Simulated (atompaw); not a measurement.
## Reading a pseudo-wave (Ge (Z = 32))

Columns: radius, all-electron u(r) and pseudo u(r) of the 3d shell (level -29.31 eV) of germanium in the configuration [Ar] 3d10 4s2 4p2; PBEsol, scalar-relativistic, PAW (atompaw) scheme, atompaw 4.2.0.5.

```csv
r (bohr),all-electron,pseudo
0.102,0.1732,0.0527
0.204,0.5889,0.3336
0.306,0.9295,0.7646
0.408,1.1074,1.0760
0.510,1.1512,1.1545
0.612,1.1121,1.1121
0.713,1.0312,1.0312
0.815,0.9320,0.9320
0.917,0.8292,0.8292
1.019,0.7301,0.7301
1.121,0.6386,0.6386
1.223,0.5559,0.5559
1.325,0.4823,0.4823
1.427,0.4176,0.4176
1.529,0.3611,0.3611
1.631,0.3118,0.3118
1.733,0.2691,0.2691
1.835,0.2321,0.2321
1.937,0.2001,0.2001
2.038,0.1727,0.1727
2.140,0.1487,0.1487
2.242,0.1281,0.1281
2.344,0.1102,0.1102
2.446,0.0949,0.0949
2.548,0.0817,0.0817
2.650,0.0703,0.0703
```

Task: How many radial nodes do the two functions have?

Result: The all-electron 3d function has n − l − 1 = 0; the pseudo-wave has 0.

Task: At about which radius was the pseudo-wave matched?

Result: 0.60 bohr, where the columns begin to agree (steps of 0.10 bohr).

Task: Is the pseudo-wave norm-conserving?

Result: No, it belongs to a PAW set: the norm inside the radius is not constrained, and the difference is carried by the augmentation charge.
